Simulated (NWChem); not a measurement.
AlGeH5; SMILES [AlH2][GeH3]

```xyz
7

Al    -0.0019    -1.7469    -0.0006
Ge    -0.0018     0.7436    -0.0004
H     -1.4120     1.3813    -0.1015
H      0.6440     1.3162     1.2920
H      0.8308     1.3277    -1.1746
H      1.3806    -2.5359     0.0020
H     -1.3613    -2.5743     0.0017
```
Atoms are numbered in this order, from 1.

Program: NWChem. Pople sets run with spherical d functions. Coordinates come from a B3LYP/6-31G* (spherical d) optimisation. Ions are spin-unrestricted doublets at the neutral geometry; other ion states weren't tried.

Problem. Estimate the computed values for M06-2X/6-31G*. Quantities: vertical ionisation energy, ΔSCF (eV); −ε(HOMO) (eV).

Solution. The vertical ionisation energy, ΔSCF (eV) is 9.70. The −ε(HOMO) (eV) is 8.53.
